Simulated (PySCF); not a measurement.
A structure optimised at PBE0-D3(BJ)/def2-SVP, used in a PySCF frequency run:

```xyz
4

Sn     0.0000     0.0000     0.4317
Cl     1.9060     1.1005    -0.4232
Cl     0.0000    -2.2009    -0.4232
Cl    -1.9060     1.1005    -0.4232
```
Charge 0, spin multiplicity 2.

Q: Write its SMILES, formula and point group.

A: [Cl][Sn]([Cl])[Cl], Cl3Sn, C3v

Q: What are its rotational constants (standard atomic weights)?

A: 1.6926, 1.6926, 0.98101 GHz
